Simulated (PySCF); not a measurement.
Compound: C6H6O2.
Cartesian coordinates in Å at the PBE0-D3(BJ)/def2-SVP level; atoms count from 1:
```xyz
14
C6H6O2 angstrom
C     -2.8580    1.7521    0.1757
C     -2.4240    0.6343   -0.0181
C     -1.9419   -0.6806   -0.2360
C     -0.6420   -0.9970   -0.3840
O      0.3288   -0.0767   -0.3376
C      1.6463   -0.5160   -0.5136
C      2.5662    0.6739   -0.3673
O      3.7580    0.5903   -0.4586
H     -3.2362    2.7425    0.3470
H     -2.6650   -1.4990   -0.2872
H     -0.3294   -2.0352   -0.5478
H      1.9351   -1.2766    0.2371
H      1.8044   -0.9606   -1.5150
H      2.0336    1.6386   -0.1666
```

The calculation used PBE0-D3(BJ)/def2-SVP geometry optimisation, gas phase (PySCF 2.14.0).

Masses are those of the commonest isotopes; rigid-rotor values at the optimised geometry. The values belong to one conformer with, in the numbering `[CH:1]#[C:2]/[CH:3]=[CH:4]\[O:5][CH2:6][CH:7]=[O:8]`, C3–C4–O5–C6 180°, C4–O5–C6–C7 -178°, O5–C6–C7–O8 179°.

(1) What are A, B and C (MHz)?

(2) What kind of rotor is it?

(3) Is it planar, by Δ = Ic − Ia − Ib?

(4) Give the other two planar moments, Paa and Pbb, and the rms extents of the mass along the axes.

(5) Where do the levels up to J = 2 lie, in cm⁻¹?

(6) Which types of transition are allowed, and where do some lines up to J = 5 fall?

Results:

(1) Ia = 92.96, Ib = 588.70, Ic = 678.41 u·Å²; 505379 MHz·u·Å²/I gives A = 5436, B = 858.5, C = 744.9 MHz.

(2) A near-prolate asymmetric top; Ray's κ = -0.952.

(3) Not planar: Δ = Ic − Ia − Ib = -3.26 u·Å². For a rigid frame Δ = −2 Σ m c², so Σ m c² = 1.63 u·Å² lies off the ab plane: 1.61 from hydrogen and 0.02 from heavier atoms. The atom farthest from that plane is 0.94 Å away.

(4) Paa = Σ m a² = (Ib + Ic − Ia)/2 = 587.07 and Pbb = Σ m b² = (Ia + Ic − Ib)/2 = 91.33 u·Å². With the mass M = 110.04 u, the rms extents √(P/M) along a, b and c are 2.31, 0.91, 0.12 Å.

(5) Above 0(0,0):
J = 1: 1(0,1) 0.0535, 1(1,1) 0.2062, 1(1,0) 0.2100
J = 2: 2(0,2) 0.1604, 2(1,2) 0.3094, 2(1,1) 0.3207, 2(2,1) 0.7788, 2(2,0) 0.7789

(6) The dipole components are |μa| = 0.62 D, |μb| = 1.79 D, |μc| = 0.02 D. The squared components, which scale the intensities, stand as 0.12 : 1.00 : 0.00 (a : b : c). Some lines, for components of 0.1 D or more:

```json
{"type": "a", "branch": "Q", "J(Ka,Kc)": "4(1,3) ← 4(1,4)", "MHz": "1135", "lower level (cm⁻¹)": "0.670"}
{"type": "a", "branch": "Q", "J(Ka,Kc)": "5(1,4) ← 5(1,5)", "MHz": "1702", "lower level (cm⁻¹)": "0.928"}
{"type": "b", "branch": "R", "J(Ka,Kc)": "4(0,4) ← 3(1,3)", "MHz": "2090", "lower level (cm⁻¹)": "0.464"}
{"type": "a", "branch": "R", "J(Ka,Kc)": "2(0,2) ← 1(0,1)", "MHz": "3205", "lower level (cm⁻¹)": "0.053"}
{"type": "a", "branch": "R", "J(Ka,Kc)": "3(1,2) ← 2(1,1)", "MHz": "4979", "lower level (cm⁻¹)": "0.321"}
{"type": "b", "branch": "R", "J(Ka,Kc)": "1(1,1) ← 0(0,0)", "MHz": "6181", "lower level (cm⁻¹)": "0.000"}
{"type": "a", "branch": "R", "J(Ka,Kc)": "4(3,1) ← 3(3,0)", "MHz": "6418", "lower level (cm⁻¹)": "1.712"}
{"type": "a", "branch": "R", "J(Ka,Kc)": "4(2,2) ← 3(2,1)", "MHz": "6433", "lower level (cm⁻¹)": "0.940"}
{"type": "a", "branch": "R", "J(Ka,Kc)": "5(4,2) ← 4(4,1)", "MHz": "8022", "lower level (cm⁻¹)": "3.008"}
{"type": "a", "branch": "R", "J(Ka,Kc)": "5(1,4) ← 4(1,3)", "MHz": "8291", "lower level (cm⁻¹)": "0.708"}
{"type": "b", "branch": "R", "J(Ka,Kc)": "5(1,5) ← 4(0,4)", "MHz": "11817", "lower level (cm⁻¹)": "0.534"}
{"type": "b", "branch": "Q", "J(Ka,Kc)": "5(2,3) ← 5(1,4)", "MHz": "13134", "lower level (cm⁻¹)": "0.985"}
{"type": "b", "branch": "Q", "J(Ka,Kc)": "4(2,2) ← 4(1,3)", "MHz": "13372", "lower level (cm⁻¹)": "0.708"}
{"type": "b", "branch": "Q", "J(Ka,Kc)": "2(2,0) ← 2(1,1)", "MHz": "13736", "lower level (cm⁻¹)": "0.321"}
{"type": "b", "branch": "Q", "J(Ka,Kc)": "2(2,1) ← 2(1,2)", "MHz": "14074", "lower level (cm⁻¹)": "0.309"}
{"type": "b", "branch": "Q", "J(Ka,Kc)": "4(2,3) ← 4(1,4)", "MHz": "14475", "lower level (cm⁻¹)": "0.670"}
{"type": "b", "branch": "R", "J(Ka,Kc)": "3(2,1) ← 2(1,2)", "MHz": "18895", "lower level (cm⁻¹)": "0.309"}
{"type": "b", "branch": "R", "J(Ka,Kc)": "3(3,1) ← 2(2,0)", "MHz": "27983", "lower level (cm⁻¹)": "0.779"}
{"type": "b", "branch": "R", "J(Ka,Kc)": "4(3,1) ← 3(2,2)", "MHz": "29593", "lower level (cm⁻¹)": "0.939"}
{"type": "b", "branch": "R", "J(Ka,Kc)": "5(3,2) ← 4(2,3)", "MHz": "31205", "lower level (cm⁻¹)": "1.153"}
{"type": "b", "branch": "Q", "J(Ka,Kc)": "4(4,1) ← 4(3,2)", "MHz": "32439", "lower level (cm⁻¹)": "1.926"}
{"type": "b", "branch": "R", "J(Ka,Kc)": "4(4,0) ← 3(3,1)", "MHz": "38857", "lower level (cm⁻¹)": "1.712"}
{"type": "b", "branch": "Q", "J(Ka,Kc)": "5(5,0) ← 5(4,1)", "MHz": "41708", "lower level (cm⁻¹)": "3.276"}
{"type": "b", "branch": "R", "J(Ka,Kc)": "5(5,1) ← 4(4,0)", "MHz": "49730", "lower level (cm⁻¹)": "3.008"}
```

No PBE0-D3(BJ)/def2-SVP frequencies stand behind this structure, so it isn't proved a minimum. Zero-point vibration and centrifugal distortion are left out.

The run took about 90 s of CPU time (one thread, shared machine). That covers the optimisation of the geometry.
